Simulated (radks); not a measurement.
The numbers below are computed, except where a source is named.
All-electron atom: the strontium ion Sr11+ in [Ar] 3d9.

Code: a radial shooting solver on a logarithmic mesh with Libxc functionals. Model: Dirac Kohn-Sham, BLYP, spin-unpolarised, spherical densities, point nucleus; open shells are shared between the two j in proportion to 2j + 1.

Energy parts (eV):
| part | energy |
|---|---|
| total | -85375.827 |
| kinetic | 87979.176 |
| electron-nucleus | -199774.292 |
| Hartree | 29102.559 |
| exchange-correlation | -2683.270 |

Orbitals (lengths in bohr, moments of r in powers of bohr; <r^-3> diverges for s and p1/2; r(90%) holds 90 % of the orbital's charge):
| orbital | occ. | eigenvalue (eV) | <r^-3> | r(90%) | <r^4> | small-component weight |
|---|---|---|---|---|---|---|
| 1s1/2 | 2 | -16170.56 | - | 0.0701 | 0.00001102 | 1.91e-02 |
| 2s1/2 | 2 | -2388.599 | - | 0.266 | 0.002110 | 3.84e-03 |
| 2p1/2 | 2 | -2195.676 | - | 0.241 | 0.001426 | 3.84e-03 |
| 2p3/2 | 4 | -2127.077 | 1717 | 0.247 | 0.001564 | 3.74e-03 |
| 3s1/2 | 2 | -551.2663 | - | 0.715 | 0.1110 | 1.00e-03 |
| 3p1/2 | 2 | -480.9499 | - | 0.726 | 0.1171 | 9.56e-04 |
| 3p3/2 | 4 | -469.9330 | 278.9 | 0.740 | 0.1261 | 9.29e-04 |
| 3d3/2 | 3.6 | -346.8639 | 39.31 | 0.753 | 0.1353 | 8.26e-04 |
| 3d5/2 | 5.4 | -344.8606 | 37.85 | 0.758 | 0.1384 | 8.18e-04 |

The highest occupied level is 3d5/2 at -344.86 eV. For comparison, the ionisation energy in NIST's Atomic Spectra Database is 362 eV (theoretical). In exact Kohn-Sham theory the highest level is minus the ionisation energy, but local and semilocal functionals leave it too shallow, through self-interaction and a potential that decays too fast; potentials with the right tail come closer. Summed over all electrons, <r^2> = 4.843 bohr^2, which gives a Langevin (diamagnetic) susceptibility term of -3.84 x 10^-6 cm^3/mol.

Beside tabulated values, note that spin-unpolarised runs miss the spin-polarisation part of the exchange energy of open shells.
